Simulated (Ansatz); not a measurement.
`C[Si](C)(C)C#Cc1ccc(-c2ccc(-c3ccc(C#C[Si](C)(C)C)[se]3)[se]2)[se]1`. Total charge 0; singlet. Geometry PBE-D4/def2-SVP.

```xyz
51

C     9.6178   -3.6696    0.7468
Si    8.6830   -4.0320   -0.8564
C     8.5638   -5.8963   -1.1451
C     9.5327   -3.1860   -2.3185
C     6.9689   -3.3581   -0.7025
C     5.8179   -2.9089   -0.5997
C     4.5283   -2.3714   -0.4801
C     3.2935   -3.0216   -0.5199
C     2.1588   -2.1917   -0.3687
C     2.4101   -0.8281   -0.1994
C     1.4697    0.2423   -0.0244
C     1.7088    1.6065    0.1471
C     0.5679    2.4273    0.2966
C    -0.6650    1.7728    0.2539
C    -1.9764    2.3533    0.3776
C    -2.2951    3.7027    0.5586
C    -3.6719    4.0081    0.6512
C    -4.5451    2.9225    0.5500
C    -5.9457    2.9021    0.6031
C    -7.1841    2.8639    0.6475
Si   -9.0303    2.8095    0.7137
C    -9.5510    1.7616    2.1994
C    -9.6700    4.5803    0.8927
C    -9.6677    2.0328   -0.8886
Se   -3.5570    1.3162    0.3155
Se   -0.3994   -0.0853   -0.0014
Se    4.2771   -0.5035   -0.2325
H     9.1193   -4.1462    1.6149
H     9.6687   -2.5786    0.9384
H    10.6562   -4.0579    0.6881
H     9.5769   -6.3394   -1.2421
H     8.0478   -6.3977   -0.3015
H     7.9998   -6.1192   -2.0734
H     9.5826   -2.0885   -2.1683
H     8.9837   -3.3773   -3.2626
H    10.5692   -3.5648   -2.4382
H     3.2301   -4.1097   -0.6604
H     1.1331   -2.5912   -0.3825
H     2.7314    2.0136    0.1645
H     0.6413    3.5147    0.4388
H    -1.5169    4.4764    0.6235
H    -4.0542    5.0286    0.7935
H    -9.1668    2.1956    3.1446
H   -10.6578    1.7063    2.2686
H    -9.1594    0.7275    2.1136
H    -9.3536    5.2064    0.0338
H    -9.2845    5.0501    1.8203
H   -10.7795    4.5896    0.9365
H   -10.7769    1.9826   -0.8832
H    -9.3528    2.6272   -1.7699
H    -9.2771    1.0023   -1.0135
```

Single mean-field runs in def2-SVP, def2-TZVP are fitted with def2-universal-jkfit.

Estimate the orbital energies around the gap (eV) in Ansatz with PBE-D4/def2-SVP, PBE-D4/def2-TZVP, r2SCAN-D4/def2-TZVP, PBE0-D4/def2-SVP, PBE0-D4/def2-TZVP.


| orbital | PBE-D4/def2-SVP | PBE-D4/def2-TZVP | r2SCAN-D4/def2-TZVP | PBE0-D4/def2-SVP | PBE0-D4/def2-TZVP |
| --- | --- | --- | --- | --- | --- |
| HOMO−5 | -6.40 | -6.47 | -6.71 | -7.62 | -7.63 |
| HOMO−4 | -6.26 | -6.36 | -6.62 | -7.38 | -7.43 |
| HOMO−3 | -6.10 | -6.20 | -6.45 | -7.20 | -7.25 |
| HOMO−2 | -5.94 | -6.02 | -6.28 | -7.04 | -7.07 |
| HOMO−1 | -5.48 | -5.57 | -5.75 | -6.48 | -6.50 |
| HOMO | -4.65 | -4.73 | -4.85 | -5.45 | -5.46 |
| LUMO | -3.00 | -3.11 | -3.11 | -2.54 | -2.60 |
| LUMO+1 | -2.10 | -2.22 | -2.16 | -1.46 | -1.54 |
| LUMO+2 | -1.85 | -1.96 | -1.82 | -1.03 | -1.11 |
| LUMO+3 | -1.29 | -1.44 | -1.28 | -0.42 | -0.54 |
| LUMO+4 | -1.15 | -1.31 | -1.18 | -0.34 | -0.47 |
| LUMO+5 | -0.88 | -1.02 | -0.83 | 0.01 | -0.10 |
